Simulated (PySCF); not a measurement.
# NMR problem set

PySCF 2.14.0 with density-fitted response routines calculation with coordinates at the GFN2-xTB level and σ from GIAO-PBE0/pcSseg-1; fast rotation and ring inversion assumed for equivalent nuclei, non-relativistic, one computed conformer, in vacuum.

References, each an isolated molecule treated in the same way: $^{1}$H and $^{13}$C against TMS. Splittings of carbon signals by F and P are missing where no couplings were computed. Where no couplings were computed, multiplicities follow the n + 1 count of equivalent neighbours, and m marks all less simple cases (inequivalent or close neighbours, rings, F or P nearby). Shifts are as computed. Against solution values, carbons near 30 ppm lie about +3 ppm off and those near 130 ppm about +5 ppm (rms about the fit 2.1 ppm; single classes can miss by 10 ppm). Of 1328 compounds with measured shifts, 309 miss one by over three times the rms of a fit or turn the order of signals round; such compounds aren't used in these exercises. Signals without a measured value on file couldn't be tested in this way; 1H shifts scatter by 0.2 ppm about their fit, and single ones miss by 0.5 ppm. OH and NH positions are gas-phase values without hydrogen bonding to other molecules.

(1) C6H6F3N. $^{1}$H NMR (400 MHz, computed): δ 6.48 (m, 1H), 6.23 (m, 1H), 2.52 (m, 2H), 2.50 (m, 2H). $^{13}$C{$^{1}$H} NMR (computed): δ 142.1 (C), 133.3 (C), 132.7 (CH2), 123.3 (C), 30.4 (CH2), 19.7 (CH2). Give a structure.

(2) C3H8O2Si. $^{1}$H NMR (300 MHz, computed): δ 5.87 (br s, 1H), 5.30 (br s, 1H), 5.23 (s, 1H), 2.05 (s, 3H), 1.74 (br s, 2H). $^{13}$C{$^{1}$H} NMR (computed): δ 155.3 (C), 129.9 (CH2), 24.8 (CH3). Give a structure.

(3) C3H8O2Si. $^{1}$H NMR (400 MHz, computed): δ 6.60 (m, 1H), 4.92 (m, 1H), 4.91 (s, 2H), 4.50 (m, 1H), 3.84 (s, 3H). $^{13}$C{$^{1}$H} NMR (computed): δ 148.6, 101.0, 50.1. Give a structure.

Results:

(1) SMILES C(=C)(CCC#N)C(F)(F)F. The formula gives 3 degrees of unsaturation (no ring in the answer). 6 carbon signals for 6 carbons: no two carbons are equivalent. Carbon types of the structure: 3 × C, 3 × CH2, which accounts for all hydrogens. δC 142.1: fully substituted alkene carbon; an sp2 carbon of a C=C bond. δC 133.3: CF3 carbon; 3 electronegative neighbours deshield it. δC 132.7: terminal =CH2 carbon; the olefinic region. δC 123.3: nitrile carbon; typical of a nitrile.

This is the structure that produced the data.

(2) `C=C(C)[SiH](O)O`. The formula gives 1 degree of unsaturation (no ring in the answer). 3 carbon signals for 3 carbons: no two carbons are equivalent. Carbon types of the structure: 1 × C, 1 × CH2, 1 × CH3, leaving 3 H on heteroatoms. δC 155.3: fully substituted alkene carbon; the olefinic region. δC 129.9: terminal =CH2 carbon; as expected for a trigonal carbon in a double bond. δC 24.8: allylic methyl carbon; aliphatic region, no heteroatom directly attached. δH 5.87, 5.30: hydrogen on a terminal =CH2 carbon; attached to an sp2 carbon and in the plane of the double bond.

The shifts were computed for this structure.

(3) SMILES C=CO[SiH2]OC. The formula gives 1 degree of unsaturation (no ring in the answer). 3 carbon signals for 3 carbons: no two carbons are equivalent. Carbon types of the structure: 1 × CH, 1 × CH2, 1 × CH3, leaving 2 H on heteroatoms. δC 148.6: alkene carbon bearing oxygen; an sp2 carbon further deshielded by the attached heteroatom. δC 101.0: β carbon of an enol-ether or enamine type C=C; the O or N lone pair pushes π density onto this β carbon and shields it. δH 4.92, 4.50: hydrogen on a β carbon of an enol-ether or enamine type C=C; lone-pair donation from O or N shields it, upfield of ordinary alkene protons. δH 3.84: hydrogen on a methyl carbon bonded to O; its carbon carries O, an electronegative neighbour.

The data come from this structure; uniqueness wasn't tested.
